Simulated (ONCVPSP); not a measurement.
# Ag (Z = 47), ONCV: configuration errors across variants

```json
{
  "Element": "silver (Ag)",
  "Generator": "ONCVPSP 4.0.1",
  "Type": "optimised norm-conserving Vanderbilt (ONCV)",
  "Functional": "LDA (Perdew-Wang 92)",
  "Relativity": "scalar-relativistic",
  "Frozen core": "[Ar] 3d10 4s2",
  "Valence charge": "17",
  "Reference configuration": "4p6 4d10 5s1",
  "Partial waves": "5s: rc 2.55 bohr, ncon 4, nbas 7, qcut 3 1/bohr, 2 projectors, debl 1.4 Ha; 4p: rc 1.05 bohr, ncon 4, nbas 7, qcut 9.3 1/bohr, 2 projectors, debl 3.2 Ha; 4d: rc 1.65 bohr, ncon 4, nbas 9, qcut 10.9 1/bohr, 2 projectors, debl 1.1 Ha",
  "Local potential": "polynomial inside 1.05 bohr (lpopt 5, dvloc0 6 Ha)",
  "Core correction": "Teter function, fcfact 2.5, rcfact 1.8"
}
```

All-electron excitation energies from the reference (eV): (1) 4p6 4d10 5s0 8.095; (2) 4p6 4d9 5s0 30.480; (3) 4p6 4d8 5s0 66.919; (4) 4p5 4d10 5s1 65.353.

1 further variants failed, have other tests or too few solved ones, and are left out.

A true bound ghost makes a file unfit for plane-wave use even where its test errors are small: the radial tests pick states by their node count and pass the ghost by.

Errors AE − PS in meV (a dash: test not solved or not reliable):

| change | (1) | (2) | (3) | (4) | bound ghosts | GHOST(+) flags above zero |
| --- | --- | --- | --- | --- | --- | --- |
| base | -11 | +8.2 | +26 | -82 | s | none |
| core correction Teter function, fcfact 2.5, rcfact 1 | -10 | +9.6 | +36 | -76 | s | none |
| all radii but the core radius scaled by about 1.05 (s 2.68, p 1.10, d 1.74 bohr); local potential polynomial inside 1.10 bohr (lpopt 5, dvloc0 6 Ha) | -11 | +1.1 | +9.6 | -85 | s | none |
| d: rc 2.28 | -11 | +6.2 | +7.0 | -68 | s | none |
| core correction Teter function, fcfact 4.4, rcfact 1.8 | -11 | +7.3 | +19 | -85 | s | none |
| d: nbas 8 | -11 | +8.1 | +25 | -82 | s | none |
| s: qcut 2.2; p: qcut 6.8; d: qcut 8 | -6.7 | -6.9 | -8.2 | -104 | s | none |

Give the same row for: p: rc 1.42.

-11, +8.1, +26, -115; bound ghosts: s; GHOST(+) flags above zero: none.
